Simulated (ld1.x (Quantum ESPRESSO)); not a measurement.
## Cr: one change to a TM potential, before and after

* Element: chromium
* Generator: ld1.x (Quantum ESPRESSO) 7.5
* Type: norm-conserving Troullier–Martins (Kleinman–Bylander form)
* Functional: LDA (PZ)
* Relativity: scalar-relativistic
* Frozen core: [Ne] 3s2
* Valence charge: 12
* Reference configuration: 3p6 3d5 4s1 4p0
* Partial waves: 4s (bound): rc 2.65 bohr; 3d (bound): rc 1.30 bohr; 3p (bound): rc 1.25 bohr
* Local potential: the p channel
* Core correction: Bessel-smoothed model core inside 1.25 bohr

All-electron outer shells of the reference configuration (LDA (PZ), scalar-relativistic, ld1.x):

```tsv
shell	level (eV)	outermost node (bohr)	outermost maximum (bohr)
2p	-560.31	–	0.20
3s	-73.56	0.36	0.78
3p	-45.35	0.33	0.80
4s	-4.20	1.12	2.74
3d	-3.13	–	0.84
4p	-1.08	1.25	3.85
```

Change: core correction Bessel-smoothed model core inside 1.52 bohr.

Cutoffs: the cutoffs (Ry, on a coarse ladder) from which the occupation-weighted sum of valence levels, in a spherical-Bessel basis at the reference potential, stays within 10 and 1 mRy of its value at 400 Ry; they do not see the model core or the augmentation charge, which bear on the density cutoff. Errors are all-electron minus pseudo energies relative to the spin-unpolarised reference configuration.

Predict the effect on cutoff, ghosts and configuration errors.

The potential gets neither clearly harder nor softer (120 Ry and 140 Ry → 120 Ry and 140 Ry); both files keep a bound ghost (s); of the 9 tests that both files solve, the error grows in 3 and shrinks in 0 by more than 15 % and 0.3 meV (median size 13.6 → 13.5 meV). A wider model core is smoother and lowers the density cutoff, which this test does not measure.

```csv
quantity,base,changed
"cutoff, loose",120 Ry,120 Ry
"cutoff, tight",140 Ry,140 Ry
bound ghosts,s,s
"error for 3p6 3d5 4s0 4p0, meV [ΔE 7.14 eV]",-14,-14
"error for 3p6 3d4 4s0 4p0, meV [ΔE 23.48 eV]",+7.6,+7.6
"error for 3p6 3d3 4s0 4p0, meV [ΔE 54.51 eV]",+3.9,+5.8
"error for 3p6 3d4 4s1 4p1, meV [ΔE 3.61 eV]",+7.5,+7.8
"error for 3p5 3d5 4s1 4p0, meV [ΔE 51.47 eV]",-44,-43
"error for 3p6 3d5.5 4s0.5 4p0, meV [ΔE 0.72 eV]",-6.4,-6.4
"error for 3p6 3d4 4s2 4p0, meV [ΔE -0.06 eV]",-45,-45
"error for 3p6 3d5 4s1 4p0 (spin-polarised), meV [ΔE -4.92 eV]",+258,+400
"error for 3p6 3d5 4s0 4p0 (spin-polarised), meV [ΔE 2.68 eV]",+260,+411
s: phases at 2.90 bohr within 0.05 rad from the reference energy up to (Ry; the scan ends near 5),2.3,2.3
p: phases at 2.90 bohr within 0.05 rad from the reference energy up to (Ry; the scan ends near 5),4.3,4.3
d: phases at 2.90 bohr within 0.05 rad from the reference energy up to (Ry; the scan ends near 5),to the end of the scan,to the end of the scan
```

Changed file: These tests converged, but a pseudo level misses the all-electron one widely, so the file describes the atom poorly there or has found another state: 3p6 3d3 4s0 4p0: empty 4s by 4.1 eV (a node warning on the way). A true bound ghost makes a file unfit for plane-wave use even where its test errors are small: the radial tests pick states by their node count and pass the ghost by.
